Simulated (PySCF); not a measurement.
**Ba: excitation energy**

Ba [Xe] 6s2 (1S) → Ba [Xe] 6p2 (3P), as a difference of total energies. Computed with PySCF 2.14 in x2c-TZVPPall (11s7p6d2f1g, 85 functions), with scalar relativity by spin-free X2C-1e. Correlated levels: valence: [Xe] frozen; valence and next inner shell: [Kr] 4d10 frozen. The calculations carry no spin-orbit coupling.

```csv
method,excitation energy (cm⁻¹)
UHF,26935
LDA,31948
PBE,29323
PBE0,29501
r2SCAN,27015
BP86,30261
B97-3,31978
M06-L,31544
MP2 (valence),29753
SCS-MP2 (valence),31111
MP2 (valence and next inner shell),33206
SCS-MP2 (valence and next inner shell),33827
```

A first-order spin-orbit estimate (lowest level to lowest level, LS coupling) adds -0.065 eV.

The basis was made for the ground configuration and has no added diffuse functions, so the excitation energy can come out too high.
